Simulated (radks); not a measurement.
Radial electron density D(r) = 4 pi r^2 rho(r) of an atom or ion with 23 electrons. All-electron calculation, scalar-relativistic Kohn-Sham, OLYP, spin-unpolarised, spherical densities, finite nucleus; Fermi nuclear charge, rms radius of each element as measured or else 0.836 A^(1/3) + 0.57 fm. Program: a radial shooting solver on a logarithmic mesh with Libxc functionals.

| r (bohr) | D(r) (e/bohr) |
|---|---|
| 0.001499 | 6.569 |
| 0.00169 | 7.956 |
| 0.001905 | 9.606 |
| 0.002131 | 11.42 |
| 0.002403 | 13.69 |
| 0.002709 | 16.35 |
| 0.003055 | 19.43 |
| 0.003444 | 22.97 |
| 0.003883 | 26.98 |
| 0.004378 | 31.48 |
| 0.004936 | 36.45 |
| 0.005566 | 41.85 |
| 0.006275 | 47.58 |
| 0.007075 | 53.52 |
| 0.007978 | 59.47 |
| 0.008995 | 65.21 |
| 0.01014 | 70.45 |
| 0.01143 | 74.89 |
| 0.01289 | 78.23 |
| 0.01442 | 80.14 |
| 0.01626 | 80.76 |
| 0.01833 | 79.94 |
| 0.02067 | 77.94 |
| 0.0233 | 75.26 |
| 0.02628 | 72.66 |
| 0.02963 | 71.05 |
| 0.0334 | 71.28 |
| 0.03766 | 73.96 |
| 0.04246 | 79.17 |
| 0.04788 | 86.26 |
| 0.05398 | 93.78 |
| 0.06086 | 99.75 |
| 0.06862 | 102.1 |
| 0.07737 | 99.44 |
| 0.08724 | 91.62 |
| 0.09758 | 81.01 |
| 0.11 | 68.87 |
| 0.124 | 59.26 |
| 0.1399 | 54.70 |
| 0.1577 | 55.48 |
| 0.1778 | 59.41 |
| 0.2005 | 62.63 |
| 0.226 | 61.56 |
| 0.2548 | 54.68 |
| 0.2873 | 43.18 |
| 0.324 | 30.12 |
| 0.3653 | 18.61 |
| 0.4118 | 10.39 |
| 0.4643 | 5.452 |
| 0.5236 | 2.822 |
| 0.5903 | 1.464 |
| 0.6603 | 0.7662 |
| 0.7444 | 0.3450 |
| 0.8394 | 0.1310 |
| 0.9464 | 0.04004 |
| 1.067 | 0.009452 |
| 1.203 | 0.001634 |
| 1.356 | 0.0001978 |

What is the nuclear charge?

Answer. Z = 61. The innermost maximum, from 1s, lies near gamma/Z bohr with gamma = sqrt(1 - (Z/c)^2) = 0.895, here 0.0147 bohr (found: 0.0161), and its height grows with Z. The density is that of the promethium ion Pm38+ in [Ar] 3d4 4f1; the configuration itself is not fixed sharply by these data, and Z only to a few units. D(r) has 3 maxima, at r = 0.0161, 0.0686, 0.209 bohr, and minima at 0.0311, 0.146 bohr, inside which lie 1.96, 11.00 electrons.
